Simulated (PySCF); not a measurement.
A structure optimised at B3LYP-D3(BJ)/def2-TZVP, used in a PySCF frequency run:

```xyz
4

C      0.0000     0.0000    -1.7605
I      0.0000     0.0000     0.2850
H      0.0000    -0.9482    -2.2710
H      0.0000     0.9482    -2.2710
```
Charge 0, spin multiplicity 2.

Write its SMILES, formula and point group.

[CH2]I, CH2I, C2v

What are its rotational constants (standard atomic weights)?

278.79, 8.8422, 8.5704 GHz
